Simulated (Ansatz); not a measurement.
VO₄F₂H₈, that is cis-[VF2(H2O)4]+ with one electron more. The state is a quartet with charge 0. Geometry PBE0-D4/def2-SVP, that of the charge +1 triplet; atoms count from 1.

Cartesian coordinates in Å:
```
V 0.4335 0.0833 0.0351
F 1.6532 -1.1684 0.2842
O -1.4494 1.0620 -0.2731
H -2.0128 0.8023 -1.0153
H -1.3687 2.0265 -0.3036
F 1.1287 1.7036 -0.0457
O -1.0055 -1.5066 0.0570
H -1.6603 -1.5201 0.7695
H -0.5964 -2.3843 0.0422
O 0.2850 0.2033 2.1228
H 0.4237 1.0853 2.4987
H 0.9761 -0.3598 2.5063
O 0.7234 -0.0334 -2.0370
H 1.2918 -0.7675 -2.3145
H 1.1777 0.7738 -2.3266
```

Estimate the Mulliken populations from the PBE0/def2-TZVP orbitals of Ansatz.


| atom | charge (e) | spin (α − β) | d electrons |
| --- | --- | --- | --- |
| V1 | 0.83 | 2.91 | 3.68 |
| F2 | -0.59 | 0.01 | – |
| O3 | -0.59 | -0.05 | – |
| H4 | 0.33 | 0.03 | – |
| H5 | 0.31 | 0.06 | – |
| F6 | -0.59 | 0.01 | – |
| O7 | -0.59 | -0.05 | – |
| H8 | 0.33 | 0.03 | – |
| H9 | 0.31 | 0.06 | – |
| O10 | -0.60 | -0.03 | – |
| H11 | 0.36 | 0.01 | – |
| H12 | 0.36 | 0.01 | – |
| O13 | -0.59 | -0.03 | – |
| H14 | 0.36 | 0.01 | – |
| H15 | 0.36 | 0.01 | – |
Mulliken values depend strongly on the basis.

Where does the spin sit?

Summed by element: V 2.91, F 0.02, O -0.15, H 0.22, of 3 unpaired in all. Largest on single atoms: V1 2.91, H9 0.06, H5 0.06.

And the Mayer bond orders between heavy atoms (over 0.3)?

V1–F2 0.69 (1.77 Å); V1–F6 0.69 (1.76 Å).
